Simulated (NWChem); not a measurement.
Si₂H₆O₃; SMILES O[SiH](O[SiH3])O

```xyz
11

Si    -0.0064    -1.0078    -0.4226
O     -1.4286    -1.4295     0.2925
O      1.1754    -2.0320     0.1106
O      0.4778     0.5236    -0.0250
Si    -0.0140     2.1025     0.1226
H     -0.2427    -1.0801    -1.8790
H     -1.3789    -1.7141     1.2103
H      2.0496    -1.6458     0.2153
H      1.1996     2.9672     0.1421
H     -0.7726     2.2934     1.3943
H     -0.8831     2.4954    -1.0271
```
Atoms are numbered in this order, from 1.

All runs: NWChem. The geometry was optimised at PBE0/def2-SVP. Level: M05-2X/def2-SVP with SMD (1 M gas to 1 M solution), gas-phase geometry. Reactions with the solvent are ignored.

| solvent | dielectric constant | solvation free energy (kcal/mol) | cavity-dispersion-structure term (kcal/mol) | dipole in solution (D) |
|---|---|---|---|---|
| water | 78.4 | ___ | ___ | ___ |
| cyclohexane | 2.02 | -2.9 | -0.9 | 1.86 |
| chlorobenzene | 5.70 | -4.3 | -1.0 | 1.95 |
| n-hexane | 1.88 | -3.2 | -1.4 | 1.86 |

Some entries are withheld; supply them.


- water, solvation free energy (kcal/mol): -6.5
- water, cavity-dispersion-structure term (kcal/mol): 3.4
- water, dipole in solution (D): 2.18
